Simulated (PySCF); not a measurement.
# Assignment exercise: C$_{2}$H$_{10}$N$_{3}$PSi

Molfile (atoms numbered from 1):
```
C2H10N3PSi
     RDKit          3D

 17 16  0  0  0  0  0  0  0  0999 V2000
   -1.8333    1.6106   -0.8273 C   0  0  0  0  0  0  0  0  0  0  0  0
   -1.4969    0.9790    0.1944 N   0  0  0  0  0  0  0  0  0  0  0  0
    0.0810    0.2947    0.5087 Si  0  0  2  0  0  4  0  0  0  0  0  0
    0.4397    0.8906    2.0873 N   0  0  0  0  0  0  0  0  0  0  0  0
    1.5458    0.9460   -1.0787 P   0  0  0  0  0  0  0  0  0  0  0  0
    0.0520   -1.4333    0.4358 N   0  0  0  0  0  0  0  0  0  0  0  0
    0.0744   -2.1739   -0.8042 C   0  0  0  0  0  0  0  0  0  0  0  0
   -1.1470    1.8665   -1.6460 H   0  0  0  0  0  0  0  0  0  0  0  0
   -2.8611    1.9453   -0.9372 H   0  0  0  0  0  0  0  0  0  0  0  0
    1.2659    0.5476    2.5478 H   0  0  0  0  0  0  0  0  0  0  0  0
   -0.3253    0.9465    2.7388 H   0  0  0  0  0  0  0  0  0  0  0  0
    2.6519    0.4005   -0.4587 H   0  0  0  0  0  0  0  0  0  0  0  0
    1.7677    2.1844   -0.5095 H   0  0  0  0  0  0  0  0  0  0  0  0
   -0.5055   -1.8989    1.1365 H   0  0  0  0  0  0  0  0  0  0  0  0
    0.7054   -1.6389   -1.5150 H   0  0  0  0  0  0  0  0  0  0  0  0
   -0.9214   -2.2890   -1.2464 H   0  0  0  0  0  0  0  0  0  0  0  0
    0.5000   -3.1656   -0.6362 H   0  0  0  0  0  0  0  0  0  0  0  0
  1  2  2  0
  2  3  1  0
  3  4  1  1
  3  5  1  0
  3  6  1  0
  6  7  1  0
  1  8  1  0
  1  9  1  0
  4 10  1  0
  4 11  1  0
  5 12  1  0
  5 13  1  0
  6 14  1  0
  7 15  1  0
  7 16  1  0
  7 17  1  0
M  END
```

[PySCF 2.14.0 with density-fitted response routines: GIAO PBE0/pcSseg-1 shieldings; GFN2-xTB structure; no solvent model; one conformer; one averaged value for each set of equivalent atoms; relativity neglected]

Referencing at the same level of theory: 13C, 1H against TMS.

(1) Assign these signals to the numbered atoms. 13C{1H} NMR (computed): δ 170.7, 32.3.

(2) Assign these signals to the numbered atoms. 1H NMR (600 MHz, computed): δ 8.47 (m, 1H), 8.39 (m, 1H), 2.65 (s, 3H), 0.87 (br s, 2H), 0.81 (m, 2H), 0.60 (br s, 1H).

Answers

(1) 
170.7 → C1, C=N carbon
32.3 → C7, methyl carbon bonded to N: the inductive effect lowers its shielding

(2) 
| δ (ppm) | atoms | environment | reason |
| --- | --- | --- | --- |
| 8.47 | H8 | hydrogen on a C=N carbon | – |
| 8.39 | H9 | hydrogen on a C=N carbon | – |
| 2.65 | H15/H16/H17 | hydrogen on a methyl carbon bonded to N | its carbon carries N, hence the downfield position |
| 0.87 | H10/H11 | hydrogen on a nitrogen bonded to Si | labile proton, position sensitive to the medium |
| 0.81 | H12/H13 | hydrogen on a phosphorus bonded to Si | – |
| 0.60 | H14 | hydrogen on a nitrogen bonded to C, Si | labile proton, position sensitive to the medium |

H8 and H9; H10/H11 and H12/H13 lie closer than the usual error of such a calculation, so a measured spectrum could show them in the other order.

OH and NH positions are those of a molecule without intermolecular hydrogen bonds; in solution they move with solvent, concentration and temperature, and exchange usually removes their couplings. Splittings by 31P in the carbon and heteronuclear signals aren't shown, as no couplings were computed. Shifts are as computed. Against solution values, carbons near 30 ppm lie about +3 ppm off and those near 130 ppm about +5 ppm. Of 1309 compounds with measured shifts, 239 miss one by over three times the rms of a fit or turn the order of signals round; such compounds aren't used in these exercises. No couplings were computed; multiplicities are counted from neighbouring protons, with m where these are inequivalent, close in shift, in a saturated or five-membered ring or joined by F or P, and br s for small geminal =CH2 splittings.
